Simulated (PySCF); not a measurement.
C6H10NS (doublet state).
Structure used (GFN2-xTB), in Å, numbered top down from 1:
```
atom  x, y, z in Å
N1     2.3967   -0.2017   -0.9094
C2     1.7768    0.2736    0.3358
C3     0.3014    0.2106    0.2293
C4    -0.5620   -0.7605    0.9567
C5    -1.9926   -0.4388    0.5074
C6    -1.8653    0.4448   -0.6964
S7    -3.0896    0.8520   -1.6778
C8    -0.4552    0.9045   -0.8370
H9     3.4055   -0.1103   -0.8577
H10    2.1801   -1.1828   -1.0523
H11    2.1072   -0.2886    1.2249
H12    2.1032    1.3157    0.4525
H13   -0.4422   -0.6819    2.0421
H14   -0.2951   -1.7945    0.6938
H15   -2.5332    0.1149    1.2805
H16   -2.5857   -1.3253    0.2814
H17   -0.4007    1.9976   -0.7574
H18   -0.0581    0.6772   -1.8347
```

The hyperfine couplings belong to this conformer and change with its torsions.

Identity: `NC[C]1CCC(=S)C1` [radical].

The calculation used PySCF 2.14.0, UKS B3LYP, pcH-1 on C H N S, non-relativistic, mean-field spin-orbit, GIAO. The structure is a single GFN2-xTB conformer in the gas phase; no vibrational or solvent corrections. Couplings are sensitive to structure, and on GFN2-xTB geometries they can be far from those on DFT ones. No stability test was run, so a lower SCF solution isn't excluded.

Problem. Give the principal g shifts and their parts.

Solution. 
```tsv
Δg (ppm)	1	2	3
relativistic mass correction	-143	-143	-143
gauge correction	-1	27	31
orbital Zeeman/spin–orbit	58	43	577
total	-86	-73	465
```

So g = 2.00223, 2.00225, 2.00278 and g_iso = 2.00242; the tensor is close to axial: the two nearest values differ by 2 % of g3 − g1. Axes: g3 points within 8° of the C3–C4 bond.

Problem. How much does each term add to the isotropic shift?

Solution. The orbital-Zeeman/spin–orbit term 226, the mass correction -143 and the gauge correction 19 ppm, for a total of 102 ppm. The orbital-Zeeman/spin–orbit term is the largest in size. The mass correction is the same along every axis, so the anisotropy comes from the other two: their spans along these axes are 32 (gauge) and 534 ppm (orbital Zeeman/spin–orbit).

Problem. What are the electron Larmor frequencies g μB B/h along the three axes at 1200 mT?

Solution. 33.6285, 33.6287, 33.6377 GHz for g1, g2 and g3, a range of 9.3 MHz.

Problem. What effective moment and Curie constant follow for a powder?

Solution. With the mean of g² = 4.0097 and S(S+1) = 0.75: μ_eff = √(⟨g²⟩S(S+1)) = 1.734 μB and χT = 0.12505·⟨g²⟩·S(S+1) = 0.376 cm³ K/mol (cgs; spin-Hamiltonian part alone).

Problem. In a frozen sample, at which fields do the three g values resonate at 9.5, 34, 94 and 263 GHz (hyperfine left aside), and which band first spreads them over more than twice a line width of 0.3 mT?

Solution. 
```csv
band,GHz,B(g3) mT,B(g2) mT,B(g1) mT,spread mT
X,9.5,338.90,339.00,339.00,0.09
Q,34.0,1212.92,1213.25,1213.26,0.33
W,94.0,3353.38,3354.28,3354.30,0.92
J,263.0,9382.32,9384.84,9384.90,2.58
```

The spread grows in proportion to the frequency. W band is the first where it exceeds 0.6 mT.

The Mulliken spin populations are largest on C3 (+0.98), C4 (-0.09), C8 (-0.08) and C2 (-0.07). C3 is the only atom above +0.15. The angles at C3 add up to 358.7°, so it is planar.

The HOMO–LUMO gaps are 3.21 eV among the α and 3.82 eV among the β orbitals.

The run took 2.4 min of wall time (with the writing of density and orbital grids) on Arm Neoverse V2, one thread, no GPU, on a shared host, and the process peaked at 1.0 GiB of memory.
